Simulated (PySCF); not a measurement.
Job file and geometry (Å, from GFN2-xTB) of an NMR shielding run on `B1(N(B)CC=C)SC=CS1`, C₅H₉B₂NS₂, PySCF 2.14.0, density-fitted response routines, GIAO PBE0/pcSseg-1 NMR shielding, non-relativistic, gas phase; density fitting, a coarse starting grid and PySCF grid level 2 are the driver's defaults:

```
$ OMP_NUM_THREADS=1 python probes_run.py task.json out

{"job": {"kind": "nmr", "xc": "PBE0", "basis": "pcSseg-1"}, "charge": 0, "multiplicity": 1}
B     -0.837705    -2.281591     0.744382
N     -0.414494    -1.096529     0.115910
C     -1.339875    -0.389004    -0.780435
C     -2.082498     0.679324    -0.033635
C     -2.104769     1.951582    -0.380647
B      0.858211    -0.493291     0.345864
S      2.110120    -1.159781     1.462498
C      3.283760     0.089712     1.132066
C      2.968540     1.057647     0.270723
S      1.398161     1.020151    -0.485159
H     -1.900731    -2.707197     0.505589
H     -0.110504    -2.817535     1.486346
H     -2.053365    -1.114262    -1.180039
H     -0.784819     0.053631    -1.612930
H     -2.602513     0.329266     0.848717
H     -2.652618     2.687093     0.183340
H     -1.577969     2.308980    -1.249886
H      4.222425     0.015583     1.650664
H      3.610840     1.875473    -0.000502
```

Task: What does the program print?

Result: 
```
coarse grid: 17496 points
cycle   1  E = -1096.0449928172  dE =  1.517e+00  |g| = 3.597e-01  |ddm| = 4.126e+00
cycle   2  E = -1096.0532834039  dE = -8.291e-03  |g| = 3.361e-01  |ddm| = 6.272e-01
cycle   3  E = -1096.0802484750  dE = -2.697e-02  |g| = 6.980e-02  |ddm| = 2.937e-01
cycle   4  E = -1096.0811125731  dE = -8.641e-04  |g| = 3.172e-02  |ddm| = 6.997e-02
cycle   5  E = -1096.0813237863  dE = -2.112e-04  |g| = 6.970e-03  |ddm| = 2.660e-02
cycle   6  E = -1096.0813346165  dE = -1.083e-05  |g| = 3.052e-03  |ddm| = 1.073e-02
cycle   7  E = -1096.0813370689  dE = -2.452e-06  |g| = 9.450e-04  |ddm| = 3.935e-03
final grid: 161288 points
cycle   8  E = -1096.1420020510  dE = -4.253e-05  |g| = 1.113e-02  |ddm| = 3.880e-02
cycle   9  E = -1096.1419732649  dE =  2.879e-05  |g| = 1.541e-02  |ddm| = 2.457e-02
cycle  10  E = -1096.1420328454  dE = -5.958e-05  |g| = 2.130e-03  |ddm| = 1.493e-02
cycle  11  E = -1096.1420339001  dE = -1.055e-06  |g| = 3.578e-04  |ddm| = 1.715e-03
cycle  12  E = -1096.1420339269  dE = -2.671e-08  |g| = 1.672e-04  |ddm| = 5.155e-04
cycle  13  E = -1096.1420339346  dE = -7.773e-09  |g| = 2.889e-05  |ddm| = 1.962e-04
cycle  14  E = -1096.1420339348  dE = -2.042e-10  |g| = 1.066e-05  |ddm| = 3.644e-05
converged SCF energy = -1096.1420339348

GIAO shielding tensors (ppm)
atom      isotropic    diamagn.    paramagn.     s11        s22        s33       span
  0 B       52.416     196.889    -144.473     22.742     29.052    105.454     82.712
  1 N       83.821     325.449    -241.627    -61.806     69.768    243.501    305.307
  2 C      120.434     246.521    -126.088    103.183    109.672    148.446     45.263
  3 C       40.961     258.345    -217.384    -73.327     49.091    147.118    220.445
  4 C       60.196     253.853    -193.657    -52.613     72.405    160.797    213.410
  5 B       49.188     192.769    -143.580     28.410     37.363     81.791     53.381
  6 S      387.892    1059.106    -671.214    288.694    403.144    471.839    183.144
  7 C       53.996     260.801    -206.805    -39.157     69.399    131.746    170.903
  8 C       56.092     260.879    -204.787    -37.271     75.073    130.474    167.745
  9 S      391.826    1060.555    -668.729    292.611    393.974    488.893    196.283
 10 H       26.312      30.809      -4.497     24.019     26.132     28.786      4.767
 11 H       26.013      31.433      -5.421     23.668     23.912     30.458      6.790
 12 H       27.237      30.337      -3.100     23.397     26.368     31.947      8.550
 13 H       27.725      32.589      -4.864     24.622     27.732     30.820      6.198
 14 H       25.691      31.723      -6.032     22.664     26.125     28.285      5.621
 15 H       26.134      28.561      -2.427     22.883     25.752     29.767      6.884
 16 H       26.037      31.769      -5.732     21.648     26.425     30.038      8.389
 17 H       25.137      29.446      -4.309     21.099     25.803     28.509      7.410
 18 H       25.157      30.253      -5.096     21.065     26.066     28.340      7.275
```

Size and cost of the density-fitted run: 229 basis functions, 90 s wall time on 1 thread of an Arm Neoverse N1, shared host; peak memory 1.1 GiB.
